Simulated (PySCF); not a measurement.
# Ruthenium: a sound run and one with changed settings

Sound run: Ru²⁺ [Kr] 4d6, Ru³⁺ [Kr] 4d5. Calculation: PySCF 2.14, in x2c-TZVPall (8s6p6d1f, 63 functions); scalar relativity by spin-free X2C-1e. In the sound run the correlated levels freeze [Kr]. The sound run starts from symmetry-adapted Hartree-Fock orbitals and uses a fine grid where one is needed.

Changed run: no relativity, point nucleus. This setting is unsound on purpose.

```json
{"species": "Ru²⁺", "method": "UHF", "sound run (hartree)": "-4527.20832", "changed run (hartree)": "-4384.60189", "converged": "yes"}
{"species": "Ru²⁺", "method": "M06-2X", "sound run (hartree)": "-4529.76755", "changed run (hartree)": "-4387.39589", "converged": "yes"}
{"species": "Ru²⁺", "method": "PBE", "sound run (hartree)": "-4529.01289", "changed run (hartree)": "-4386.62849", "converged": "yes"}
{"species": "Ru²⁺", "method": "MP2", "sound run (hartree)": "-4527.28973", "changed run (hartree)": "-4384.68209", "converged": "yes"}
{"species": "Ru³⁺", "method": "UHF", "sound run (hartree)": "-4526.23460", "changed run (hartree)": "-4383.60734", "converged": "yes"}
{"species": "Ru³⁺", "method": "M06-2X", "sound run (hartree)": "-4528.71109", "changed run (hartree)": "-4386.32145", "converged": "yes"}
{"species": "Ru³⁺", "method": "PBE", "sound run (hartree)": "-4527.95991", "changed run (hartree)": "-4385.55632", "converged": "yes"}
{"species": "Ru³⁺", "method": "MP2", "sound run (hartree)": "-4526.28183", "changed run (hartree)": "-4383.65408", "converged": "yes"}
```

Ionisation energy of Ru²⁺:

```tsv
method	sound run (eV)	changed run (eV)
UHF	26.496	27.063
M06-2X	28.748	29.237
PBE	28.653	29.175
MP2	27.426	27.973
SCS-MP2	27.601	28.142
```

Most of the change in total energy is the relativistic energy itself. On top of that the contraction fixes the core shape for the Hamiltonian it was made with, so the changed run is not a good calculation with the other Hamiltonian either.

For comparison, NIST gives 28.47 eV between the lowest levels.
